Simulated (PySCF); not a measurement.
C3H6F2Si, SMILES F[SiH2][C@@H]1C[C@@H]1F. Geometry optimised at PBE-D3(BJ)/def2-SVP. The structure was generated by enumeration; whether it is a known compound was not checked. One conformer was computed; it need not be the lowest.

Computed equilibrium geometry at PBE-D3(BJ)/def2-SVP (PySCF confirms it by a frequency run) as bond lengths and angles (one conformer of several):
Atoms: F1 Si2 C3 C4 C5 F6 H7 H8 H9 H10 H11 H12. Bonded distances (Å): F1–Si2 1.644, Si2–C3 1.871, Si2–H7 1.500, Si2–H8 1.499, C3–C4 1.535, C3–C5 1.504, C3–H9 1.104, C4–C5 1.490, C4–H10 1.101, C4–H11 1.102, C5–F6 1.379, C5–H12 1.104. Bond angles (°): F1–Si2–C3 108.3, F1–Si2–H7 107.1, F1–Si2–H8 107.9, C3–Si2–H7 111.2, C3–Si2–H8 110.7, H7–Si2–H8 111.5, Si2–C3–C4 120.0, Si2–C3–C5 118.9, Si2–C3–H9 114.8, C4–C3–C5 58.7, C4–C3–H9 117.0, C5–C3–H9 116.0, C3–C4–C5 59.6, C3–C4–H10 118.9, C3–C4–H11 117.1, C5–C4–H10 118.9, C5–C4–H11 116.5, H10–C4–H11 114.8, C3–C5–C4 61.7, C3–C5–F6 117.2, C3–C5–H12 120.0, C4–C5–F6 118.1, C4–C5–H12 120.6, F6–C5–H12 111.3.
